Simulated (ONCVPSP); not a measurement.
**Mn: excitation energies, all-electron against ONCV**

- Element: manganese
- Generator: ONCVPSP 4.0.1
- Type: optimised norm-conserving Vanderbilt (ONCV)
- Functional: PBE
- Relativity: fully relativistic
- Frozen core: [Ne]
- Valence charge: 15
- Reference configuration: 3s2 3p6 3d5.5 4s1.5
- Partial waves: 3s+4s: rc 1.55 bohr, ncon 5, nbas 8, qcut 9.4 1/bohr, 2 projectors; 3p: rc 1.10 bohr, ncon 3, nbas 6, qcut 15.7 1/bohr, 2 projectors, debl 3.1 Ha; 3d: rc 1.85 bohr, ncon 3, nbas 8, qcut 8.3 1/bohr, 2 projectors, debl 2 Ha
- Local potential: polynomial inside 0.90 bohr (lpopt 5, dvloc0 0 Ha)
- Core correction: Teter function, fcfact 5, rcfact 1.25

Open shells are filled in proportion to 2j + 1.

Energies are relative to the spin-unpolarised reference configuration 3s2 3p6 3d5.5 4s1.5; without spin polarisation the order of configurations can differ from experiment.

```json
{"valence configuration": "3s2 3p6 3d5 4s2", "charge": "0", "ΔE all-electron (eV)": "0.482", "error AE − PS (meV)": "+17"}
{"valence configuration": "3s2 3p6 3d5 4s1", "charge": "+1", "ΔE all-electron (eV)": "8.898", "error AE − PS (meV)": "+6.4"}
```

Task: What are ΔE and the potential's error for 3s2 3p6 3d5 4s0 4p2?

Result: ΔE = 8.411 eV all-electron; the error (AE − PS) is +4.0 meV.

Task: What are ΔE and the potential's error for 3s2 3p6 3d5 4s0?

Result: ΔE = 24.497 eV all-electron; the error (AE − PS) is -4.5 meV.

Levels in the configuration 3s2 3p6 3d5 4s2:

| level | all-electron (eV) | pseudo (eV) |
| --- | --- | --- |
| 3s j=1/2 | -85.861 | -85.803 |
| 3p j=3/2 | -54.162 | -54.128 |
| 3p j=1/2 | -55.432 | -55.394 |
| 3d j=5/2 | -6.724 | -6.657 |
| 3d j=3/2 | -6.842 | -6.774 |
| 4s j=1/2 | -5.107 | -5.118 |

These tests converged, but a pseudo level misses the all-electron one widely, so the file describes the atom poorly there or has found another state: 3s2 3p6 3d5 4s0 4p2: empty 4s by 12.5 eV.
